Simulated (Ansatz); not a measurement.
Frontier orbitals of `FC[BH][AlH2]`.

The species carries charge 0 and has multiplicity 1. Geometry: relaxed with PBE0-D4/def2-TZVP. It is one conformer, not always the lowest. Basis def2-TZVPP, Ansatz 0.2.0.

Orbital energies of one run (eV). Highest occupied ones, from the top: -5.78, -6.72, -8.40, -8.96, -9.33, -10.60, -12.35, -12.62, -13.21, -17.95, -30.35, -68.39, -68.41, -68.62. Empty: -2.91, -1.27, 0.09, 0.65, 1.33, 1.39.

(1) Which functional gave them?
A. PBE0
B. BLYP
C. CAM-B3LYP
D. LC-ωPBE

Results:

(1) B. HOMO energies: BLYP -5.78, CAM-B3LYP -8.37, PBE0 -7.03, LC-ωPBE -9.71 eV.

LC-ωPBE has ω = 0.4 bohr⁻¹.
